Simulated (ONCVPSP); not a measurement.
# u(r) = r·R(r): atom against pseudo-atom (copper (Cu))

Columns: radius, all-electron u(r) and pseudo u(r) of the 3s shell (level -118.48 eV) of copper in the configuration [Ne] 3s2 3p6 3d10 4s0.5; PBEsol, scalar-relativistic, ONCV scheme, ONCVPSP 4.0.1.

```csv
r (bohr),all-electron,pseudo
0.055,0.1667,0.1232
0.110,-0.4917,0.2499
0.165,-0.7052,0.3824
0.220,-0.5036,0.5203
0.275,-0.1047,0.6614
0.330,0.3278,0.8008
0.385,0.7048,0.9323
0.440,0.9908,1.0485
0.495,1.1807,1.1419
0.550,1.2849,1.2064
0.605,1.3213,1.2393
0.660,1.3064,1.2404
0.715,1.2560,1.2121
0.770,1.1824,1.1587
0.825,1.0953,1.0855
0.880,1.0020,0.9993
0.935,0.9076,0.9071
0.990,0.8155,0.8153
1.045,0.7279,0.7277
1.100,0.6462,0.6461
1.155,0.5711,0.5710
1.210,0.5028,0.5026
1.265,0.4411,0.4411
1.320,0.3861,0.3860
1.375,0.3370,0.3369
1.430,0.2936,0.2935
```

(1) How many radial nodes do the two functions have?

(2) At about which radius was the pseudo-wave matched?

(3) Is the pseudo-wave norm-conserving?

Results:

(1) The all-electron 3s function has n − l − 1 = 2; the pseudo-wave has 0, since the states of the same l below it are removed with the core.

(2) 1.00 bohr. The columns agree to 0.0005 from 0.94 bohr on; several derivatives are matched, so the curves merge somewhat inside the radius.

(3) Yes: the ONCV scheme keeps the norm inside the radius equal to the all-electron one, which fixes the energy derivative of the logarithmic derivative at the level.
